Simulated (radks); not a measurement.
Results of a calculation; reference values are marked as such.
The mean radii <r> (bohr) of the occupied orbitals of an atom or ion are listed with their occupations. Code: a radial shooting solver on a logarithmic mesh with Libxc functionals. Model: scalar-relativistic Kohn-Sham, exchange-only LDA, spin-polarised, spherical densities, point nucleus.

orbital  occ.     <r>
1s up       1  0.1203
1s down     1  0.1200
2s up       1  0.5503
2s down     1  0.5577
2p up       2  0.4904

Name the element and its charge. Open shells, if any, are filled with parallel spins first.

Answer. Z = 13, aluminium, charge +7: Al7+ in [He] 2s2 2p2. The 1s radius gives Z: for a bare nucleus <r> = (2 gamma + 1)/(2Z) with gamma = sqrt(1 - (Z/c)^2), 0.115 bohr for Z = 13, and screening makes it slightly larger (0.1203 here). The occupations add up to 6, and the charge is Z minus that.
